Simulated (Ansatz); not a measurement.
Frontier orbitals of `C[N](C)[Hf]([OH])([OH])[CH2]C(C)(C)C`.

The species carries charge 0 and has multiplicity 1. Correlated methods include outer-core shells of Hf, which these sets cover unevenly. Hf: def2 effective core potential. Geometry: relaxed with PBE0-D4/def2-TZVP. It is one conformer, not always the lowest. Basis def2-TZVPP, Ansatz 0.2.0.

Orbital energies of one run (eV). Highest occupied ones, from the top: -6.20, -6.58, -8.52, -8.58, -8.60, -8.91, -9.20, -9.32, -9.37, -9.56, -9.75, -9.80, -10.22, -10.53. Empty: 0.07, 0.69, 0.94, 1.08, 1.34, 1.37.

(1) Which functional gave them?
A. ωB97M-V
B. PBE0
C. B97M-V
D. BLYP

Answers

(1) B. HOMO energies: PBE0 -6.20, ωB97M-V -8.49, BLYP -4.84, B97M-V -5.29 eV.
